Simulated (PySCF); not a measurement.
**`C1(C)=C(C)C/C1=C\F`, C7H9F**

Geometry (Å), atoms numbered from 1 in this order:
```xyz
17

C    -0.173    2.287   -0.557
C    -0.289    0.838   -0.290
C     0.499   -0.124    0.233
C     1.867   -0.182    0.803
C    -0.514   -1.162    0.040
C    -0.586   -2.461    0.263
F    -1.688   -3.183   -0.040
C    -1.446   -0.111   -0.550
H    -0.936    2.834   -0.002
H    -0.330    2.488   -1.617
H     0.808    2.658   -0.268
H     2.481   -0.890    0.247
H     2.337    0.798    0.763
H     1.832   -0.513    1.841
H     0.194   -3.072    0.692
H    -2.351    0.076    0.027
H    -1.711   -0.268   -1.596
```

Computed with quadratic response CAM-B3LYP/def2-SVPD first hyperpolarisability, Taylor convention, gas phase (PySCF 2.14.0). Geometry: GFN2-xTB.

Problem. Give the tensor of the static β(0;0,0) in the axes of these coordinates.

Solution. In au, Taylor convention; rows are the first index (the induced dipole):
|  | xx | yy | zz | xy | xz | yz |
| --- | --- | --- | --- | --- | --- | --- |
| x | -38.9 | -30.5 | -4.1 | -23.5 | -10.8 | -0.6 |
| y | -23.5 | -90.9 | -7.2 | -30.5 | -0.6 | +3.7 |
| z | -10.8 | +3.7 | +0.6 | -0.6 | -4.1 | -7.2 |

Norm of βᵢ = ⅓ Σⱼ (βᵢⱼⱼ + βⱼᵢⱼ + βⱼⱼᵢ): 142.2 au, hyper-Rayleigh value 54.3 au.
